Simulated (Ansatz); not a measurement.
Isolated molecules relaxed with PBE0-D4/def2-TZVP in Ansatz; ΔE leaves out vibrations. CBS: MP2 limit from def2 TZ/QZ plus the TZ coupled-cluster correction, frozen cores. DFT in def2-TZVPP. For Ga outer-core shells are correlated without core-valence functions, which leaves a few kJ/mol of doubt a bond. Scalar relativity is left out up to krypton. One conformer a species, not always the lowest.

Consider the cleavage of the Ga–Si bond: `C[Si](C)(C)[Ga]([Cl])[Cl]` + CH₃NH₂ → `C[NH][Ga]([Cl])[Cl]` + `C[SiH](C)C`.

`C[Si](C)(C)[Ga]([Cl])[Cl]`:

```xyz
16

C    -0.439    1.633    0.867
Si   -0.045    0.059   -0.070
C    -1.562   -0.620   -0.930
C     1.350    0.352   -1.286
Ga    0.725   -1.568    1.535
Cl    2.374   -1.204    2.879
Cl   -0.110   -3.537    1.811
H    -1.254    1.486    1.579
H     0.432    1.995    1.418
H    -0.744    2.416    0.165
H    -1.339   -1.555   -1.449
H    -1.929    0.099   -1.669
H    -2.368   -0.817   -0.220
H     1.600   -0.555   -1.841
H     1.054    1.117   -2.011
H     2.253    0.700   -0.780
```

CH₃NH₂:

Z-matrix (Å, degrees):
```
C
N 1 1.453
H 1 1.092 2 109.4
H 1 1.100 2 115.4 3 -121.6
H 1 1.092 2 109.4 3 116.8
H 2 1.012 1 110.6 3 62.6
H 2 1.012 1 110.6 3 -179.3
```

`C[NH][Ga]([Cl])[Cl]`:

Z-matrix (Å, degrees):
```
C
N 1 1.446
H 1 1.091 2 109.9
H 1 1.096 2 111.9 3 -119.2
H 1 1.096 2 111.9 3 119.3
Ga 2 1.792 1 126.9 3 -0.2
H 2 1.007 1 114.7 3 179.8
Cl 6 2.125 2 120.7 1 180.0
Cl 6 2.127 2 120.0 1 0.0
```

`C[SiH](C)C`:

Cartesian coordinates in Å:
```
C 0.011 -1.358 -1.149
Si 0.380 0.220 -0.209
C 0.820 -0.170 1.570
C -1.091 1.378 -0.278
H -0.229 -1.148 -2.195
H 0.868 -2.037 -1.133
H -0.841 -1.884 -0.709
H 1.548 0.895 -0.852
H -0.012 -0.666 2.077
H 1.056 0.741 2.126
H 1.689 -0.830 1.626
H -1.348 1.628 -1.310
H -1.970 0.919 0.185
H -0.883 2.311 0.251
```

```
          level  ΔE (kcal/mol)
        r2SCAN0           -1.9
CCSD/def2-TZVPP           -3.9
```

(1) What does CCSD(T)/CBS give? (Best estimate.)

Largest T1 diagnostic among the species: 0.012.

## Answers

(1) Ansatz gave: -2.6 kcal/mol. The listed levels differ from it by 0.7, -1.3 kcal/mol.

In def2-TZVPP, CCSD(T) changes the Hartree–Fock value by +2.6 kcal/mol (the triples alone add +0.4 kcal/mol) and MP2 by +1.9 kcal/mol. From PBE to PBE0 (25 % exact exchange), in def2-TZVPP and without D4, ΔE moves by −1.5 kcal/mol. Leaving LDA and LC-ωPBE aside and taking each functional with its dispersion term where it has one, the values, not all of them listed here, spread over 5.4 kcal/mol, from B2PLYP to PBE-D4. LDA lies −2.0 kcal/mol from PBE without D4.
